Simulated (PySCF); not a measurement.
NMR data simulated for an unnamed compound:

1H NMR (400 MHz, computed): δ 5.18 (s, 2H), 4.76 (s, 6H), 4.06 (q, 2H), 1.40 (t, 3H).

13C{1H} NMR (computed): δ 61.0 (CH2), 20.5 (CH3).

[PySCF: geometry from GFN2-xTB; shielding tensors at PBE0/pcSseg-1 (GIAO); one conformer; no relativistic terms; equivalent nuclei averaged; isolated molecule]

Referencing at the same level of theory: 1H and 13C against TMS.

Question: Which of these does the molecule contain: an ester, a three-membered ring, a CH3CH2 unit, a Si–H bond, a vinyl group CH=CH2?

Answer: 
- An ester: no.
- A three-membered ring: no.
- A CH3CH2 unit: yes (δC 20.5, 61.0; δH 1.40 (t), 4.06 (q)).
- A Si–H bond: yes (δH 5.18 (s)).
- A vinyl group CH=CH2: no.

The data belong to `InChI=1S/C2H13NOSi3/c1-2-4-7-3(5)6/h2,7H2,1,5-6H3`; they needn't prove each group on their own.

Carbon signals by region: 1 at 50–100 ppm, 1 below 50 ppm.

Shifts are as computed. Against solution values, carbons near 30 ppm lie about +3 ppm off and those near 130 ppm about +5 ppm. Of 1309 compounds with measured shifts, 239 miss one by over three times the rms of a fit or turn the order of signals round; such compounds aren't used in these exercises. Multiplicities follow the n + 1 count of equivalent neighbours, as no J values were calculated; m marks all less simple cases, F and P coupling included.
